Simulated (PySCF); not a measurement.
Compound: C2HF5O3S.
SMILES: `OS(C(C(F)(F)F)(F)F)(=O)=O`

Torsions of this conformer, `[O:1]=[S:2](=[O:3])([OH:4])[C:5]([F:6])([F:7])[C:8]([F:9])([F:10])[F:11]`: O1–S2–C5–F6 162°, S2–C5–C8–F9 -72°, H–O4–S2–O1 -18°.

The closed-shell ground state was solved at several levels (PySCF, density fitting, gas phase, non-relativistic). Isolated species at its PBE0-D3(BJ)/def2-SVP geometry (one conformer only).

| level | basis functions | total energy (Eh) | HOMO (eV) | LUMO (eV) | gap (eV) | dipole (D) |
| --- | --- | --- | --- | --- | --- | --- |
| HF/pcSseg-2 | 417 | -1195.9090 | -14.04 | 2.20 | 16.24 | 2.88 |
| CAM-B3LYP/def2-SVPD | 259 | -1198.9338 | -11.54 | 0.05 | 11.59 | 2.63 |

Q: Estimate the row for PBE0/pcSseg-1, a basis of 199 functions; the other rows only guide the guess.

A: Total energy -1198.8085 Eh, HOMO -9.90 eV, LUMO -0.20 eV, gap 9.70 eV, dipole 2.65 D.

Q: Over all these levels, which gives the widest orbital gap and which the narrowest?

A: HF/pcSseg-2 (Hartree–Fock, all exact exchange) has the widest, 16.24 eV, and PBE0/pcSseg-1 (global hybrid, 25 % exact exchange) the narrowest, 9.70 eV. Functional and basis both differ between the two, so the spread mixes both effects. The HOMO need not be the same orbital at Hartree–Fock and at DFT levels.

Q: How far do the dipole and the HOMO energy spread over the levels?

A: The dipole runs from 2.63 to 2.88 D (mean 2.72 D) and the HOMO from -14.04 to -9.90 eV.
